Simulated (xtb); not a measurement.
Sn(Me)(OH)3 (CH₆O₃Sn), SMILES [OH][Sn]([OH])([OH])[CH3]. All values are semi-empirical tight-binding results from xtb (GFN2-xTB unless named), good for trends rather than for accurate numbers. The structure is a stationary point at GFN2-xTB. The structure was generated by enumeration; whether it is a known compound was not checked. One conformer was computed; it need not be the lowest.

For metal compounds this method's bond lengths and energies can be far off.

### Question
Estimate the properties. (An estimate is asked for; the answer gives what the named calculation found.)

### Answer

- point group as xtb finds it = C3
- orbital gap = 4.68 eV
- zero-point energy = 44.7 kcal/mol
- G − E(el) at 298.15 K (modified RRHO) = 23.2 kcal/mol
